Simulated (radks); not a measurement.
Ionisation ladder of copper, from Cu to Cu21+. Each ion is in the ground configuration listed by NIST, and IE = E(next ion) - E(this ion). All-electron calculation, non-relativistic Kohn-Sham, PBE, spin-polarised, spherical densities, point nucleus; open shells are filled with parallel spins first. Program: a radial shooting solver on a logarithmic mesh with Libxc functionals.

species  configuration  IE, Delta-SCF (eV)  -e(HOMO) (eV)     HOMO
Cu       [Ar] 3d10 4s1               8.144          4.828    4s up
Cu+          [Ar] 3d10              21.222         13.752       3d
Cu2+          [Ar] 3d9              38.390         29.285  3d down
Cu3+          [Ar] 3d8              58.371         47.959  3d down
Cu4+          [Ar] 3d7              80.680         69.168  3d down
Cu5+          [Ar] 3d6              104.99         92.523  3d down
Cu6+          [Ar] 3d5                   ?         125.50    3d up
Cu7+          [Ar] 3d4              168.83         153.91    3d up
Cu8+          [Ar] 3d3                   ?         184.03    3d up
Cu9+          [Ar] 3d2                   ?         215.76    3d up
Cu10+         [Ar] 3d1              266.18         248.99    3d up
Cu11+             [Ar]              367.12         350.47       3p
Cu12+     [Ne] 3s2 3p5              400.63         383.84  3p down
Cu13+     [Ne] 3s2 3p4                   ?         417.43  3p down
Cu14+     [Ne] 3s2 3p3              479.62         461.57    3p up
Cu15+     [Ne] 3s2 3p2              515.87         497.72    3p up
Cu16+     [Ne] 3s2 3p1              552.00         534.00    3p up
Cu17+         [Ne] 3s2              625.99         609.20       3s
Cu18+         [Ne] 3s1              666.37         649.31    3s up
Cu19+             [Ne]              1689.6         1636.3       2p
Cu20+     [He] 2s2 2p5              1796.6         1743.0  2p down
Cu21+     [He] 2s2 2p4              1903.3         1850.2  2p down

Estimate the withheld Delta-SCF values.

Answer. Cu6+: 139.56 eV (NIST 139); Cu8+: 199.77 eV (NIST 198); Cu9+: 232.25 eV (NIST 232.2); Cu13+: 434.16 eV (NIST 436).
